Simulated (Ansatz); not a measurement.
One change: `[OH][Ga]([F])[O][SiH3]` becomes `[OH][Ga]([Cl])[O][SiH3]`.

Ansatz, PBE0-D4/def2-TZVP geometries, multiplicity 1. Each molecule was computed in one conformer, which needn't be the lowest.

Scalar relativity is left out up to krypton.

| property | `[OH][Ga]([F])[O][SiH3]` |
| --- | --- |
| HOMO energy (PBE/def2-TZVPP) / eV | -7.47 |
| HOMO energy (ωB97M-V/def2-TZVPP) / eV | -11.24 |
| HOMO energy (PBE0/def2-TZVPP) / eV | -8.94 |
| HOMO–LUMO gap (ωB97M-V/def2-TZVPP) / eV | 11.57 |
| HOMO–LUMO gap (B3LYP/def2-TZVPP) / eV | 6.86 |
| LUMO energy (PBE0/def2-TZVPP) / eV | -1.50 |

Q: What does the change do to each property? (Best estimate.)

A: Computed: 
```csv
property,`[OH][Ga]([Cl])[O][SiH3]`,shift
HOMO energy (PBE/def2-TZVPP) / eV,-7.42,0.05
HOMO energy (ωB97M-V/def2-TZVPP) / eV,-11.21,0.03
HOMO energy (PBE0/def2-TZVPP) / eV,-8.89,0.05
HOMO–LUMO gap (ωB97M-V/def2-TZVPP) / eV,11.62,0.05
HOMO–LUMO gap (B3LYP/def2-TZVPP) / eV,6.92,0.06
LUMO energy (PBE0/def2-TZVPP) / eV,-1.41,0.09
```

B3LYP here is the variant with VWN-RPA as its local correlation; programs differ in this.
